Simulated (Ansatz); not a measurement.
Spectroscopic constants of AsO, multiplicity 2 (the spin of the measured ground state). No spin–orbit coupling. As is treated without relativity.

```json
[
 {"level": "SVWN5/def2-TZVPP", "bond energy D_e (kJ/mol)": "644.8"},
 {"level": "PBE/def2-TZVPP", "bond energy D_e (kJ/mol)": "533.5"},
 {"level": "r2SCAN/def2-TZVPP", "bond energy D_e (kJ/mol)": "481.3"},
 {"level": "B97M-V/def2-TZVPP", "bond energy D_e (kJ/mol)": "485.7"},
 {"level": "B3LYP/def2-TZVPP", "bond energy D_e (kJ/mol)": "483.4"},
 {"level": "PBE0/def2-TZVPP", "bond energy D_e (kJ/mol)": "457.5"},
 {"level": "BHLYP/def2-TZVPP", "bond energy D_e (kJ/mol)": "396.9"},
 {"level": "CAM-B3LYP/def2-TZVPP", "bond energy D_e (kJ/mol)": "478.7"},
 {"level": "wB97X-V/def2-TZVPP", "bond energy D_e (kJ/mol)": "489.1"},
 {"level": "wB97M-V/def2-TZVPP", "bond energy D_e (kJ/mol)": "472.5"},
 {"level": "CCSD/def2-TZVPP", "bond energy D_e (kJ/mol)": "405.9"},
 {"level": "CCSD/def2-QZVPP", "bond energy D_e (kJ/mol)": "426.4"},
 {"level": "CCSD(T)/def2-TZVPP", "bond energy D_e (kJ/mol)": "445.1"},
 {"level": "CCSD(T)/def2-QZVPP", "bond energy D_e (kJ/mol)": "468.1"}
]
```

The rows run from 396.9 (BHLYP/def2-TZVPP) to 644.8 kJ/mol (SVWN5/def2-TZVPP). From def2-TZVPP to def2-QZVPP CCSD(T) changes by 22.9. The 10 functionals in def2-TZVPP without D3 or D4 span 247.9, from BHLYP to SVWN5.

D_e counts from the fitted minimum to each atom's lowest state at the same level, without counterpoise.

Correlated levels freeze the inner cores; with def2 sets outer-core shells near the valence are correlated too.

Run with Ansatz (an electronic-structure program).
